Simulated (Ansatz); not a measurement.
Stepwise reaction of `C[NH][GeH]([Cl])[Cl]` with hydrogen fluoride, as a gas-phase model of exchange steps in deposition or etching. ΔE in kJ/mol; ΔG adds harmonic PBE0-D4 terms to CCSD(T)/CBS, at 1 bar.

Program: Ansatz. Geometries: PBE0-D4/def2-TZVP. ΔE: electronic, gas phase. CBS: MP2 limit from def2 TZ/QZ plus the TZ coupled-cluster correction, frozen cores. This one scheme is used for every species. DFT in def2-TZVPP. B3LYP here is the variant with VWN-RPA as its local correlation; programs differ in this. For Ge outer-core shells are correlated without core-valence functions, which leaves a few kJ/mol of doubt a bond. Scalar relativity is left out up to krypton. One conformer a species, not always the lowest.

| step | reaction | PBE-D4 | B3LYP-D4 | ωB97M-V | CCSD(T)/CBS | ΔG(500 K) |
| --- | --- | --- | --- | --- | --- | --- |
| 1 | `C[NH][GeH]([Cl])[Cl]` + H–F → `C[NH][GeH]([F])[Cl]` + HCl | 12.2 | 8.0 | 7.8 | 13.1 | 5.9 |

Give the row of step 2, `C[NH][GeH]([F])[Cl]` + H–F → `C[NH][GeH]([F])[F]` + HCl. (Best estimate.)

The calculation gave: 
| step | reaction | PBE-D4 | B3LYP-D4 | ωB97M-V | CCSD(T)/CBS | ΔG(500 K) |
| --- | --- | --- | --- | --- | --- | --- |
| 2 | `C[NH][GeH]([F])[Cl]` + H–F → `C[NH][GeH]([F])[F]` + HCl | 8.8 | 3.6 | 2.8 | 6.7 | 1.2 |

By hand: ΔE of the 2 steps together at CCSD(T)/CBS.

(13.1) + (6.7) = 19.8 kJ/mol, or 9.9 kJ/mol a step.

In ΔE each step is lower than the one before. All are uphill at CCSD(T)/CBS. ΔG lies between 1.2 and 5.9 kJ/mol a step. PBE-D4 differs from CCSD(T)/CBS by -0.9 to 2.1 kJ/mol a step. Isolated molecules leave out the surface, adducts and barriers. Largest T1 diagnostic: 0.012.
